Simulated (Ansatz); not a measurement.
The cluster CdCl₂⁺. The state is a doublet with charge 1. Geometry r2SCAN-D4/def2-TZVP; atoms count from 1.

```xyz
3

Cd    0.0002    0.0002   -0.0013
Cl    1.6228   -1.6200   -0.0474
Cl   -1.6230    1.6198    0.0487
```

In the def2 sets Cd takes a core potential; there is no spin–orbit coupling. The structure comes from a short search, and lower isomers may exist.

Problem. Estimate the Mulliken populations from the PBE0/def2-TZVP orbitals of Ansatz.

Solution. 
```csv
atom,charge (e),spin (α − β),d electrons
Cd1,0.98,-0.03,9.98
Cl2,0.01,0.52,–
Cl3,0.01,0.52,–
```
Mulliken values and Mayer orders depend strongly on the basis.

Problem. Where does the spin sit?

Solution. Summed by element: Cd -0.03, Cl 1.03, of 1 unpaired in all. Largest on single atoms: Cl2 0.52, Cl3 0.52, Cd1 -0.03.

Problem. And the Mayer bond orders between bonded heavy atoms (over 0.3)?

Solution. Cd1–Cl2 0.84 (2.29 Å); Cd1–Cl3 0.84 (2.29 Å). Values over 0.3 also appear between atoms too far apart for a bond (Cl2–Cl3 0.48 at 4.59 Å); they arise where an orbital or an unpaired electron spreads over both atoms.
